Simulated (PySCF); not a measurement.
# Sb (antimony, neutral) across methods

[Kr] 4d10 5s1 5p4, high-spin 4P determinant (an excited configuration). Calculation: PySCF 2.14, in aug-cc-pVQZ-PP with ECP28MDF (7s7p5d3f2g, 92 functions); scalar relativity through the core potential. The B2PLYP total includes its PT2 part (frozen core); its orbital energies are those of the SCF part.

```csv
method,E (hartree),mean ε 5s α (eV),mean ε 5p α (eV),mean ε 5p β (eV),Σ⟨r²⟩ (bohr²),⟨S²⟩
UHF,-239.00652,-21.479,-10.148,-5.735,63.23,3.798
TPSSh,-239.8444,-15.384,-6.649,-4.642,61.26,3.759
LDA,-239.5381,-14.676,-6.184,-4.553,61.30,3.755
PBE0,-239.9326,-16.377,-7.230,-5.043,61.30,3.760
r2SCAN,-240.0257,-15.325,-6.545,-4.426,61.11,3.768
LC-wPBE,-239.9526,-19.917,-9.795,-7.111,60.81,3.760
B2PLYP,-239.6558,-18.131,-8.119,-5.434,61.95,3.766
```

Task: Estimate the same row for PBE.

Result: E (hartree) = -239.9138; mean ε 5s α (eV) = -14.487; mean ε 5p α (eV) = -6.109; mean ε 5p β (eV) = -4.419; Σ⟨r²⟩ (bohr²) = 61.44; ⟨S²⟩ = 3.757.

Energies and moments cover only the electrons outside the core potential.
